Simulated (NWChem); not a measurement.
C4H4N2; SMILES C1(=C)N=CC=N1

```xyz
10

C      0.0000     0.0000    -2.0307
C      0.0000     0.0000    -0.6866
N      0.0000    -1.1816     0.0923
C      0.0000    -0.7370     1.3122
C      0.0000     0.7370     1.3122
N      0.0000     1.1816     0.0923
H      0.0000     0.9358    -2.5782
H      0.0000    -0.9358    -2.5782
H      0.0000    -1.3947     2.1764
H      0.0000     1.3947     2.1764
```
Atoms are numbered in this order, from 1.

All runs: NWChem. Pople sets run with spherical d functions. Coordinates come from a B3LYP/6-31G* (spherical d) optimisation. B3LYP is NWChem's, with the RPA form of VWN correlation. Level: B3LYP/6-31G* with SMD (1 M gas to 1 M solution), gas-phase geometry.

For solvent water:

| Quantity | Result |
|---|---|
| solvation free energy (kcal/mol) | -7.3 |
| cavity-dispersion-structure term (kcal/mol) | 0.0 |
| dipole in solution (D) | 0.78 |

### Question
What are these values for solvent toluene?

### Answer
solvation free energy (kcal/mol): -5.3
cavity-dispersion-structure term (kcal/mol): -1.2
dipole in solution (D): 0.61
